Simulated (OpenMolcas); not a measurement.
## Os2+: moving or changing the point charges

Os2+ among 8 point charges of -1.2 e arranged as a cube (Oh), 1.93 Å from the ion.

| Item | Value |
| --- | --- |
| Program | OpenMolcas 26.06 |
| Method | CASSCF |
| Basis | ANO-RCC-VDZP [7s6p4d2f1g] |
| Scalar Hamiltonian | DKH2, point nucleus |
| Active space | 6 electrons in 5 orbitals (5d) |
| State averaging | 2S+1 = 5 even, 5 roots; 2S+1 = 3 even, 45 roots; 2S+1 = 1 even, 50 roots |
| Spin-orbit coupling | RASSI with atomic mean-field integrals over the reference wave functions |

Runs around this geometry, states (labels of O, the rotations of Oh). Energies in cm-1 above the lowest state or level, χT in cm3 K/mol.

```json
{"R (Å)": "1.93", "q (e)": "-0.96", "Ground state": "5E", "First state of that spin": "5T2 10183", "First gap with spin-orbit (degeneracies)": "138.6 (1, 2)", "χT at 300 K": "3.168", "First state of another spin": "3T1 9029"}
{"R (Å)": "1.8", "q (e)": "-1.2", "Ground state": "5E", "First state of that spin": "5T2 17390", "First gap with spin-orbit (degeneracies)": "475.8 (2, 1)", "χT at 300 K": "1.328", "First state of another spin": "3T1 2967"}
{"R (Å)": "1.93", "q (e)": "-1.2", "Ground state": "5E", "First state of that spin": "5T2 13018", "First gap with spin-orbit (degeneracies)": "21.3 (2, 1)", "χT at 300 K": "2.515", "First state of another spin": "3T1 6782"}
{"R (Å)": "2.14", "q (e)": "-1.2", "Ground state": "5E", "First state of that spin": "5T2 8376", "First gap with spin-orbit (degeneracies)": "205.9 (1, 2)", "χT at 300 K": "3.544", "First state of another spin": "3T1 10657"}
```

Taking the first state of the same spin as R^-n, n = -ln(8376 / 17390) / ln(2.14 / 1.8) = 4.2 between the shortest and longest distance.

Scaling the charges by -0.96 / -1.2 = 0.80 scales the first state of the same spin by 10183 / 13018 = 0.78; with fixed orbitals a first-order splitting would follow the charge.

An orbital doublet at a regular site is open to a Jahn-Teller distortion, which this geometry leaves out. Without dynamic correlation the repulsion within the d shell is too large (B by tens of per cent), so at a given field states of lower spin stand too high. Point charges give a weaker field than real ligands, and real ions of this kind are as a rule low spin; the high spin found here belongs to the model. Spin-orbit coupling mixes the spin-free states strongly: the lowest level takes only 55 % from its leading state, 5E (holds for R = 1.8, q = -1.2). This shell can be high or low spin here, a state of another spin lies low, and with metal d orbitals alone active their balance is uncertain, so the ground spin may be wrong (holds for R = 1.8, q = -1.2). Point charges carry no covalency, so the field is a model and not that of real ligands. No measured value stands beside these numbers.
